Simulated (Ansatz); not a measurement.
`O[SiH2]N[SiH](F)F`. The species carries charge 0 and has multiplicity 1. The structure was optimised at the PBE0-D4/def2-TZVP level. It is one conformer, not always the lowest.

```xyz
11

O    -0.732    2.143   -1.102
Si    0.335    1.351   -0.140
N    -0.328   -0.071    0.589
Si    0.099   -1.691    0.341
F    -1.180   -2.557   -0.027
F     0.661   -2.359    1.666
H    -1.093    1.678   -1.859
H     0.683    2.347    0.893
H     1.522    0.878   -0.896
H    -1.067    0.093    1.262
H     1.100   -1.810   -0.727
```

Task: What is the dipole moment at B3LYP/def2-TZVPP? (Estimate.)

Result: Ansatz gave: 1.29 D, with components (-0.29, 0.81, -0.96) D in this frame, pointing from negative to positive charge.

Task: And with PBE, r2SCAN, ωB97M-V? (An estimate is asked.)

Result: Computed: PBE 1.26 D, r2SCAN 1.27 D, ωB97M-V 1.27 D.

Task: Give the Mulliken charges with B3LYP, PBE, ωB97M-V in def2-TZVPP. (Best estimate.)

Result: The calculation gave: 
| atom | B3LYP | PBE | ωB97M-V |
| --- | --- | --- | --- |
| O1 | -0.38 | -0.34 | -0.37 |
| Si2 | 0.50 | 0.41 | 0.43 |
| N3 | -0.33 | -0.26 | -0.33 |
| Si4 | 0.77 | 0.65 | 0.72 |
| F5 | -0.31 | -0.27 | -0.30 |
| F6 | -0.31 | -0.27 | -0.30 |
| H7 | 0.18 | 0.19 | 0.17 |
| H8 | -0.07 | -0.07 | -0.03 |
| H9 | -0.09 | -0.08 | -0.05 |
| H10 | 0.12 | 0.14 | 0.11 |
| H11 | -0.09 | -0.09 | -0.05 |

B3LYP here is the variant with VWN-RPA as its local correlation; programs differ in this.
